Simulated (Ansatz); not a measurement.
Ansatz results at the PBE0-D4/def2-TZVP geometry: LUMO energy (B3LYP/def2-TZVPP) -2.00 eV; size of the dipole moment (ωB97M-V/def2-TZVPP) 1.69 D; HOMO energy (ωB97M-V/def2-TZVPP) -9.66 eV.

**Question.** Which molecule gave them?
A. `[CH2]1O[CH2][GaH]1`
B. `[GaH2][CH]1CO1`
C. `BB(O)Br`
D. `N/C(Cl)=[CH]/[GeH3]`

**Answer.** B. The others give `[CH2]1O[CH2][GaH]1`: -1.76, 2.07, -9.37; `BB(O)Br`: -2.17, 1.28, -10.46; `N/C(Cl)=[CH]/[GeH3]`: -0.18, 2.67, -8.67.

B3LYP here is the variant with VWN-RPA as its local correlation; programs differ in this.
